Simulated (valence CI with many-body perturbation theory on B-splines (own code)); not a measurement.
**Ladder of approximations for Hf XXXIX**

Calculated by configuration interaction combined with many-body perturbation theory (CI+MBPT): six valence electrons over a frozen Dirac-Fock core [Ar] 3d10, radial functions for each j: 9 s, 9 p, 8 d, 6 f, 3 g, 1 h, with the one-electron correlation potential Σ1 (screened to all orders), the two-electron term Σ2, the three-electron term Σ3, Breit, model QED; selected single and double excitations, second order for the rest, scaled by the run's own slope (own B-spline code, finite nucleus).

The last digits are not significant, and no measured levels were compared; by estimate large intervals hold to a few tenths of a per cent, small ones and those within an open d or f shell to about a per cent. Among the levels kept, up to 630 cm⁻¹ of a level comes from second order outside the variational space, and about a tenth of that is noise between levels of different J, which matters for small intervals.

Each rung adds one term. CI alone is the Dirac-Coulomb CI over the frozen core; QED comes last and gives the full result, which names the levels. Energies are above (4s^2 4p1/2^2 4p3/2^2) J=2 on the same rung, in cm⁻¹.

Levels are named by their leading jj configuration (3d3/2^4 stands for four electrons in 3d with j = 3/2), which in mixed levels can hold well under half, so a name can repeat and another be missing. Letters in brackets count levels of one name in rising energy.

```tsv
Level	CI alone
(4s^2 4p1/2^2 4p3/2^2) J=0	68879
(4s^2 4p1/2 4p3/2^3) J=1	640576
(4s^2 4p1/2 4p3/2^3) J=2	676492
(4s^2 4p1/2^2 4p3/2 4d3/2) J=2	1184580
(4s^2 4p1/2^2 4p3/2 4d3/2) J=1	1203230
(4s^2 4p1/2^2 4p3/2 4d3/2) J=0	1207970
(4s^2 4p1/2^2 4p3/2 4d3/2) J=3	1214960
(4s^2 4p1/2^2 4p3/2 4d5/2) J=2	1316400
(4s^2 4p1/2^2 4p3/2 4d5/2) J=4	1339830
(4s^2 4p3/2^4) J=0	1345000
(4s^2 4p1/2^2 4p3/2 4d5/2) J=3	1446450
(4s^2 4p1/2^2 4p3/2 4d5/2) J=1	1456230
(4s 4p1/2^2 4p3/2^3) J=2	1474580
(4s 4p1/2^2 4p3/2^3) J=1	1551650
(4s^2 4p1/2 4p3/2^2 4d3/2) J=0	1791450
(4s^2 4p1/2 4p3/2^2 4d3/2) J=1 [a]	1791850
```

(1) What do these energies become with core correlation, Breit and QED?

(2) How does the ionisation energy move along the ladder, and which term matters most?

Results:

(1) (4s^2 4p1/2^2 4p3/2^2) J=0 67936 (-943); (4s^2 4p1/2 4p3/2^3) J=1 637913 (-2663); (4s^2 4p1/2 4p3/2^3) J=2 672854 (-3639); (4s^2 4p1/2^2 4p3/2 4d3/2) J=2 1177990 (-6592); (4s^2 4p1/2^2 4p3/2 4d3/2) J=1 1196420 (-6810); (4s^2 4p1/2^2 4p3/2 4d3/2) J=0 1201270 (-6695); (4s^2 4p1/2^2 4p3/2 4d3/2) J=3 1207540 (-7419); (4s^2 4p1/2^2 4p3/2 4d5/2) J=2 1309430 (-6972); (4s^2 4p1/2^2 4p3/2 4d5/2) J=4 1330420 (-9414); (4s^2 4p3/2^4) J=0 1338420 (-6579); (4s^2 4p1/2^2 4p3/2 4d5/2) J=3 1432540 (-13912); (4s^2 4p1/2^2 4p3/2 4d5/2) J=1 1444740 (-11488); (4s 4p1/2^2 4p3/2^3) J=2 1463400 (-11173); (4s 4p1/2^2 4p3/2^3) J=1 1539010 (-12635); (4s^2 4p1/2 4p3/2^2 4d3/2) J=0 1782570 (-8882); (4s^2 4p1/2 4p3/2^2 4d3/2) J=1 [a] 1782620 (-9227).

(2) CI alone 1777.5, + Σ1 1778.9, + Σ2 1779.3, + Σ3 1778.8, + Breit 1777.6, + QED 1777.5 eV. The largest step is Σ1, 1.5 eV. NIST lists 1776 ± 4 eV (theoretical).
